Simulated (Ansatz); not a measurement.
Geometry optimisation of CH₄F₂Si (`FC[SiH2]F`).

```yaml
crystal:
  periodic: [false, false, false]
  atoms:
    - {symbol: F, position_ang: [-0.716981, 1.655339, -0.721523]}
    - {symbol: C, position_ang: [-0.231833, 0.886293, 0.332848]}
    - {symbol: Si, position_ang: [0.290152, -0.836563, -0.271393]}
    - {symbol: F, position_ang: [-1.038106, -1.703169, -0.689744]}
    - {symbol: H, position_ang: [-1.011216, 0.807604, 1.126833]}
    - {symbol: H, position_ang: [0.645459, 1.399376, 0.796253]}
    - {symbol: H, position_ang: [0.985996, -1.555828, 0.851017]}
    - {symbol: H, position_ang: [1.168629, -0.710152, -1.480090]}
basis:
  gaussian: {orbitals: def2-TZVP}
hamiltonian: {xc: pbe0, dispersion: d4}
relax: {f_tol: 0.005, max_steps: 150}
```

```sh
$ ansatz run in.yaml --threads 2 --pin off --events-out ev --progress --plain --max-ram 4352MiB
```

Shortened log:

```
Functional definition: PBE0
mean field -14408.06241780 eV, -529.4865277186 hartree, gradient 1.0e-5 eV, S^2 0.000000; 0 other end points of the search recorded, 0 dependent functions left out
relax step   1: F+E_penalty+E_count = -14408.16134884 eV  Δ(F+E_penalty+E_count) = +0.000e0 eV  max|allowed force component| = 1.039e0 eV/Å  Δτ_max = 0.0000 Å  (26 SCF iters, accepted)
mean field -14408.10390023 eV, -529.4880521700 hartree, gradient 1.5e-5 eV, S^2 0.000000; 0 other end points of the search recorded, 0 dependent functions left out
relax step   2: F+E_penalty+E_count = -14408.20282274 eV  Δ(F+E_penalty+E_count) = -4.147e-2 eV  max|allowed force component| = 6.222e-1 eV/Å  Δτ_max = 0.0232 Å  (29 SCF iters, accepted)
mean field -14408.11539774 eV, -529.4884746957 hartree, gradient 1.5e-5 eV, S^2 0.000000; 0 other end points of the search recorded, 0 dependent functions left out
relax step   3: F+E_penalty+E_count = -14408.21448525 eV  Δ(F+E_penalty+E_count) = -1.166e-2 eV  max|allowed force component| = 5.918e-2 eV/Å  Δτ_max = 0.0203 Å  (30 SCF iters, accepted)
mean field -14408.11565948 eV, -529.4884843143 hartree, gradient 1.5e-5 eV, S^2 0.000000; 0 other end points of the search recorded, 0 dependent functions left out
relax step   4: F+E_penalty+E_count = -14408.21475629 eV  Δ(F+E_penalty+E_count) = -2.710e-4 eV  max|allowed force component| = 2.078e-2 eV/Å  Δτ_max = 0.0055 Å  (31 SCF iters, accepted)
mean field -14408.11568317 eV, -529.4884851848 hartree, gradient 1.5e-5 eV, S^2 0.000000; 0 other end points of the search recorded, 0 dependent functions left out
relax step   5: F+E_penalty+E_count = -14408.21476837 eV  Δ(F+E_penalty+E_count) = -1.208e-5 eV  max|allowed force component| = 2.829e-2 eV/Å  Δτ_max = 0.0087 Å  (30 SCF iters, accepted)
mean field -14408.11570496 eV, -529.4884859857 hartree, gradient 1.5e-5 eV, S^2 0.000000; 0 other end points of the search recorded, 0 dependent functions left out
relax step   6: F+E_penalty+E_count = -14408.21480375 eV  Δ(F+E_penalty+E_count) = -3.538e-5 eV  max|allowed force component| = 5.250e-3 eV/Å  Δτ_max = 0.0035 Å  (31 SCF iters, accepted)
mean field -14408.11570721 eV, -529.4884860685 hartree, gradient 2.1e-5 eV, S^2 0.000000; 0 other end points of the search recorded, 0 dependent functions left out
relax step   7: F+E_penalty+E_count = -14408.21480686 eV  Δ(F+E_penalty+E_count) = -3.108e-6 eV  max|allowed force component| = 1.018e-3 eV/Å  Δτ_max = 0.0012 Å  (21 SCF iters, accepted)
mean field -14408.11570721 eV, -529.4884860685 hartree, gradient 2.1e-5 eV, S^2 0.000000; 1 other end points of the search recorded, 0 dependent functions left out
Total energy: -14408.21483352 eV, -529.4921288932 hartree
Atom 0 at    -0.722585     1.651526    -0.700917 Å, force    -0.000099    -0.000515     0.000387 eV/Å
Atom 1 at    -0.227564     0.871987     0.336253 Å, force    -0.000318    -0.000732    -0.000679 eV/Å
Atom 2 at     0.286248    -0.832236    -0.273438 Å, force     0.000527    -0.000951     0.000087 eV/Å
Atom 3 at    -1.008860    -1.674584    -0.683441 Å, force    -0.000690     0.000267    -0.000273 eV/Å
Atom 4 at    -0.998126     0.800210     1.112206 Å, force     0.000092     0.001018     0.000292 eV/Å
Atom 5 at     0.635336     1.387643     0.776193 Å, force     0.000061    -0.000037    -0.000045 eV/Å
Atom 6 at     0.966978    -1.539066     0.840635 Å, force     0.000129     0.000207     0.000064 eV/Å
Atom 7 at     1.160671    -0.722581    -1.463290 Å, force     0.000297     0.000744     0.000168 eV/Å
Dipole moment:     0.306696     0.008718     0.340810 e Å
```

It took 22 s on 2 threads of an Arm Neoverse V1 on a shared host, with 0.29 GiB of host memory at the peak.
